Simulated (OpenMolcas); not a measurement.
An atom or ion with 5 electrons was computed by SS-CASPT2, IPEA 0.25 Eh, imaginary shift 0.1 Eh with spin-orbit coupling (OpenMolcas, ANO-RCC-VTZP, DKH2). The lowest levels that the run gave, each within 12 % of the measured value where one is at hand:

```csv
J,Parity,E (cm⁻¹),g
1/2,odd,0.0,0.666
3/2,odd,376,1.334
1/2,even,70300,2.671
3/2,even,70430,1.735
5/2,even,70640,1.601
3/2,even,127630,0.800
5/2,even,127640,1.200
1/2,even,165900,2.002
1/2,even,182620,0.666
3/2,even,182880,1.334
3/2,odd,231320,2.002
3/2,odd,257160,0.800
```

Problem. Which ion is it, and what are the configurations and terms?

Solution. O3+ (Z = 8, charge +3; active space 3 electrons in 8 orbitals (2s 2p 3s 3p)). J, parity and g give the terms where levels are pure, and mixed ones are named by the computed weights; the size of the splittings, set against known spectra of the 5-electron sequence, gives the charge. In order, with the measured energies in cm⁻¹ (Moore, Selected Tables of Atomic Spectra, NSRDS-NBS 3, section 10): 2s² 2p ²P°_1/2, 2s² 2p ²P°_3/2 (386), 2s 2p² ⁴P_1/2 (71440), 2s 2p² ⁴P_3/2 (71570), 2s 2p² ⁴P_5/2 (71756), 2s 2p² ²D_3/2 (126950), 2s 2p² ²D_5/2 (126936), 2s 2p² ²S_1/2 (164366), 2s 2p² ²P_1/2 (180481), 2s 2p² ²P_3/2 (180724), 2p³ ⁴S°_3/2 (231538), 2p³ ²D°_3/2 (255185).

CASPT2 does not keep the components of a term degenerate, so their means are used; among the terms shown or strongly mixed into the levels shown the widest spread is 55 cm-1 (2p³ ²D°). Active for correlation alone: 3p 3s; no level in the range computed is led by a configuration that fills them, so any true level of that kind is missing. Measured partners are found by configuration, term and J. A level has none where our copy of the source lacks it or the pairing is in doubt (some pairs that miss far off the trend of their configuration count as doubtful), and it then counts in no deviation. Levels of configurations outside the active space are missing.

° marks odd parity.
